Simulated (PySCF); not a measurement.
C₂H₂Cl₂, SMILES C(=C/Cl)/Cl. Heavy atoms are numbered as in [Cl:1]/[CH:2]=[CH:3]\[Cl:4]. Hydrogens are named by the atom that carries them.

Geometry optimised at ωB97X-D3(BJ)/def2-SVP.

All values below come from PBE/pcSseg-2 (PySCF).

GIAO shieldings, no solvent; atoms alike by connectivity are averaged. δ = σ(ref) − σ: ³⁵Cl against HCl (σ = 936.5 ppm); ¹³C against TMS (σ = 181.4 ppm); ¹H against TMS (σ = 31.47 ppm), references at their B3LYP-D3(BJ)/def2-TZVP geometries, non-relativistic (without spin–orbit terms, shifts of atoms bonded to Cl or Br come out too high).

```csv
atoms,nucleus,count,δ (ppm)
Cl1,³⁵Cl,2,240.5
C2 (CH),¹³C,2,136.8
H on C2,¹H,2,…
```

Problem. Fill in the missing entries. (Estimate from the structure and the level; the computed values follow.)

Solution. 
- H on C2, δ (ppm): 6.73
